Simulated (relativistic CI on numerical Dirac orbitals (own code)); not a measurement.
# How well does a small relativistic CI reproduce Rh?

Computed by Dirac-Coulomb-Breit CI, orbitals from a KLI potential per configuration, QED by a radiative potential, valence Slater integrals scaled by 0.85, P86 correlation energy added to each configuration (own radial code, finite nucleus).

Configurations in the expansion (outside the closed core [Kr]): 4d⁸5s, 4d⁹, 4d⁸5p, 4d⁷5s², 4d⁸5d, 4d⁸6s, 4d⁸7s, 4d⁸6p, 4d⁸4f, 4d⁸7p, 4d⁸6d, 4d⁸8s, 4d⁷5s5p, 4d⁸5g, 4d⁸5f, 4d⁸8p, 4d⁸7d, 4d⁸8d, 4d⁶5s5p², 4d⁷5s7s. Levels of other configurations are missing.

```tsv
Configuration	Term (tabulated)	J	Measured (cm⁻¹)	Computed	Error	Purity (%)
4d⁸5s	a 4F	9/2	0.0	0	0	99
4d⁸5s	a 4F	7/2	1530.0	1517	-13	96
4d⁸5s	a 4F	5/2	2598.0	2730	132	95
4d⁹	a 2D	5/2	3309.9	5563	2253	66
4d⁸5s	a 4F	3/2	3472.7	3457	-16	92
4d⁹	a 2D	3/2	5658.0	7617	1959	59
4d⁸5s	a 2F	7/2	5691.0	6882	1191	94
4d⁸5s	a 2F	5/2	7791.2	9185	1394	86
4d⁸5p	z 4D°	7/2	27075.3	23809	-3266	90
4d⁸5p	z 4D°	5/2	28859.6	25419	-3440	85
4d⁸5p	z 4D°	3/2	30397.3	26804	-3593	90
4d⁸5p	z 4D°	1/2	31146.7	27528	-3619	91
4d⁸5p	z 4F°	5/2	31474.5	28134	-3341	59
4d⁸5p	z 4F°	3/2	32277.4	28946	-3331	79
4d⁸5p	z 2G°	7/2	33043.9	29815	-3229	61
```

Measured levels from NIST Handbook of Basic Atomic Spectroscopic Data (Sansonetti and Martin, J. Phys. Chem. Ref. Data 34, 1559 (2005)); pairs were made by configuration, J and term (by order where the table uses no LS term), so strongly mixed levels may be paired wrongly.

Mean error by configuration (cm⁻¹): 4d⁸5s 538; 4d⁹ 2106; 4d⁸5p -3403. Over the excited levels the mean absolute error is 2198 cm⁻¹ (14 of the 21 excited levels that our extract of the source holds in range could be paired, and the others can miss by more), and the median relative error of those above 1,000 cm⁻¹ is 12 %. Some levels of the ground configuration have no partner.

Transition probabilities of persistent lines. The last column rescales the computed rate by the cube of measured over computed energy:

```csv
λ measured (Å),Lower,Upper,A tabulated (s⁻¹),A computed,A rescaled
3657.99 air,4d⁸5s a 4F7/2,4d⁸5p z 4D°5/2,8.80e+07,8.53e+07,1.27e+08
3692.36 air,4d⁸5s a 4F9/2,4d⁸5p z 4D°7/2,9.10e+07,8.73e+07,1.28e+08
```
